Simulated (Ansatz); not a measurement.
(H2Ga-mu-F)2 (Ga2H4F2), relaxed as a singlet with RKS PBE0-D4/def2-SVP in Ansatz, starting from the GFN2-xTB geometry. Force threshold 0.02 eV/Å.

Start:

| atom | x (Å) | y (Å) | z (Å) |
| --- | --- | --- | --- |
| Ga1 | 0.334 | -1.473 | 0.414 |
| H2 | -0.908 | -2.260 | 0.835 |
| H3 | 1.824 | -1.800 | 0.306 |
| F4 | -0.162 | -0.367 | -1.173 |
| Ga5 | -0.333 | 1.470 | -0.415 |
| H6 | 0.901 | 2.269 | -0.838 |
| H7 | -1.826 | 1.794 | -0.304 |
| F8 | 0.170 | 0.367 | 1.174 |

Estimate the energy that the relaxation releases and the steps that it takes.

9.3 kJ/mol, in 4 steps; 5.5 s on 4 threads of Arm Neoverse V2 on a shared host. No frequencies were taken in this run, so the end may be a saddle point.

Does the start keep its bonding and symmetry?

By distances, no bond broke or formed. The bond that changes most is Ga5–F8, from 2.00 to 1.94 Å (atoms count from 1). Point group D2h at the start, D2h at the end, both within 0.05 Å.

Predict the relaxed structure.


Cartesian coordinates in Å:
```
Ga 0.320 -1.412 0.397
H -0.945 -2.207 0.825
H 1.836 -1.735 0.284
F -0.163 -0.365 -1.169
Ga -0.320 1.412 -0.397
H 0.942 2.212 -0.826
H -1.837 1.730 -0.282
F 0.167 0.366 1.168
```
Bond lengths (bridged metal pairs left out): 4 × F–Ga 1.94 Å; 4 × Ga–H 1.55 Å.
